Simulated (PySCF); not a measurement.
**Zn¹⁶⁺: ionisation energy**

Zn¹⁶⁺ [Ne] 3s2 3p2 (3P) → Zn¹⁷⁺ [Ne] 3s2 3p1 (2P), as a difference of total energies. Calculation: PySCF 2.14, in an even-tempered Gaussian basis (19 s from 1.2 bohr⁻², ratio 2.5; 12 p from 1.6 bohr⁻², ratio 2.5; 5 d from 7.8 bohr⁻², ratio 2.7; 4 f from 12 bohr⁻², ratio 2.7); the spin-free X2C one-electron Hamiltonian (Gaussian nucleus). Correlated levels: outer shells: 1s2 frozen; virtual orbitals above 40 to 60 times the deepest correlated orbital energy dropped. The calculations carry no spin-orbit coupling.

```
                method  ionisation energy (eV)
                   UHF                  574.79
    MP2 (outer shells)                  575.37
SCS-MP2 (outer shells)                  575.20
   CCSD (outer shells)                  575.29
CCSD(T) (outer shells)                  575.29
```

**Question.** How much does correlation contribute at CCSD(T) (outer shells)?

**Answer.** 575.29 − (574.79) = 0.50 eV, measured against UHF.

A first-order spin-orbit estimate (lowest level to lowest level, LS coupling) adds -0.105 eV.

For comparison: 577.8 ± 1.3 eV (semi-empirical (NIST evaluation); NIST Atomic Spectra Database, ionization energies).
